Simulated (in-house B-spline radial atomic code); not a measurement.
Successive ionisation energies of zirconium; each step leads to the configuration of the next row (after the last: bare). Dirac energy differences include first-order Breit, QED and recoil terms. NIST's values go from ground level to ground level; the uncertainty of those that are theory runs from under 0.1 % in few-electron ions to several per cent in heavy many-electron ones. Computed with a radial B-spline atomic code at the basis-set limit: Dirac-Hartree-Fock, average of the configuration, finite nuclei.

```csv
ion,configuration,ionisation energy (eV),tabulated value (eV),tabulated kind,computed minus tabulated (eV),highest orbital,largest mean radius (bohr)
Zr21+,[Ar] 3d1,919.8,922,tabulated theory,-2,3d5/2,0.41485
Zr22+,[Ne] 3s2 3p6,1097.4,1092,semi-empirical,5,3p3/2,0.41076
Zr23+,[Ne] 3s2 3p5,1154.0,1144.7,semi-empirical,9,3p3/2,0.40754
Zr24+,[Ne] 3s2 3p4,1211.6,1205.4,semi-empirical,6,3p3/2,0.40437
Zr25+,[Ne] 3s2 3p3,1270.0,1277,semi-empirical,-7,3p3/2,0.40125
Zr26+,[Ne] 3s2 3p2,1329.4,1344,semi-empirical,-15,3p3/2,0.39818
Zr27+,[Ne] 3s2 3p1,1389.6,1392,semi-empirical,-2,3p3/2,0.39515
Zr28+,[Ne] 3s2,1519.2,1525.1,semi-empirical,-6,3s1/2,0.39218
Zr29+,[Ne] 3s1,1581.6,1582.37,semi-empirical,-1,3s1/2,0.38886
Zr30+,[He] 2s2 2p6,3812.4,3788,semi-empirical,24,2p3/2,0.15864
Zr31+,[He] 2s2 2p5,3980.7,3950,semi-empirical,31,2p3/2,0.15737
Zr32+,[He] 2s2 2p4,4151.9,4127,semi-empirical,25,2p3/2,0.15611
Zr33+,[He] 2s2 2p3,4326.1,4300,semi-empirical,26,2p3/2,0.15487
Zr34+,[He] 2s2 2p2,4503.2,4553,semi-empirical,-50,2p3/2,0.15365
Zr35+,[He] 2s2 2p1,4683.2,4744,semi-empirical,-61,2p3/2,0.15244
Zr36+,[He] 2s2,4983.4,4991,semi-empirical,-8,2s1/2,0.15125
Zr37+,[He] 2s1,5146.7,5146.935,tabulated theory,0,2s1/2,0.15013
Zr38+,1s2,21514.4,21516.47,tabulated theory,-2,1s1/2,0.036771
Zr39+,1s1,22236.7,22236.71,tabulated theory,0,1s1/2,0.036412
```

Task: Where is the largest jump?

Result: From Zr37+ to Zr38+, by a factor of 4.18 (5146.7 to 21514 eV); the highest orbital goes from 2s1/2 to 1s1/2.

Where a p, d or f electron is removed, the computed value is a mean over both j, so it misses the tabulated one by a part of the spin-orbit splitting; averaging over terms and missing correlation add to the gap, relatively most at low charge.
